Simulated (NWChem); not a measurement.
System: CH3AlF2O; SMILES C[O][Al]([F])[F]

```xyz
8

Al     0.0738     0.4934     0.0002
F      1.2556     1.6425    -0.0016
F     -1.4988     0.9982    -0.0021
O      0.5014    -1.1185     0.0048
C     -0.0373    -2.4001     0.0028
H      0.2960    -2.9560    -0.8903
H      0.3051    -2.9620     0.8887
H     -1.1421    -2.4014     0.0085
```
Atoms are numbered in this order, from 1.

Results from NWChem. Pople sets run with spherical d functions. STO-3G and 3-21G are far too small for this property and stand as cheap habits. All runs use the structure optimised with PBE0/def2-SVP. B3LYP is NWChem's, with the RPA form of VWN correlation. GIAO values for the isolated, static molecule; σ is the absolute isotropic shielding, δ = σ(reference) − σ with the isolated reference molecule computed at the same levels (13C: tetramethylsilane, 19F: trichlorofluoromethane, 1H: tetramethylsilane, 17O: water).

```csv
level,σ Al1 (ppm),δ F2 (ppm),δ F3 (ppm),δ O4 (ppm),δ C5 (ppm),δ H6 (rotor mean) (ppm),relative time
KT2/pcSseg-1,500.3,-233.8,-224.3,1.7,56.2,4.08,8
Hartree-Fock/STO-3G,516.7,-137.3,-130.7,-88.7,46.1,1.51,1
B3LYP/6-311G**,498.3,-212.4,-207.8,2.8,54.1,3.88,20
```

Times are rough ratios from one shared machine.
